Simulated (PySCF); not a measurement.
**Ionising WO**

r²SCAN; basis W def2-TZVPPD with ECP60, O def2-TZVPPD; scalar-relativistic core potentials; PySCF 2.14. Neutral (UKS): triplet (δ ↑↑), Re = 1.658 Å, ωe = 1085 cm⁻¹, HOMO -5.02 eV, LUMO -3.62 eV.

WO⁻ (UKS): quartet (π ↑, δ ↑↑), Re = 1.720 Å, ωe = 918 cm⁻¹. The energies at the minima are -142.28139 hartree for WO and -142.31913 for WO⁻.

Q: Work out the adiabatic electron affinity, without and with harmonic zero-point energies (1 hartree = 27.2114 eV, 1 eV = 8065.5 cm⁻¹), and the change of the bond length.

A: At r²SCAN: 0.03774 hartree = 1.027 eV between the minima; the zero-point term (1085.0 − 918.0)/2 cm⁻¹ = +0.010 eV makes it 1.037 eV. Re changes by +6.2 pm against the neutral. The electron enters a π orbital, and the longer bond of the ion fits an antibonding orbital, or a change in how ionic the bond is.

De is left out where the level can put another filling of the metal’s s and d shells below the measured ground configuration, by anything from nothing to about 1 eV. These are scalar-relativistic numbers at best; spin–orbit coupling would shift them, the dissociation energy most. The highest Kohn–Sham level is positive in this anion. Much of that is self-interaction error, but it also means that the finite basis helps to hold the extra electron. The state is the lowest single determinant that the PBE0 search found; with open d or f shells the true ground state can be another one.
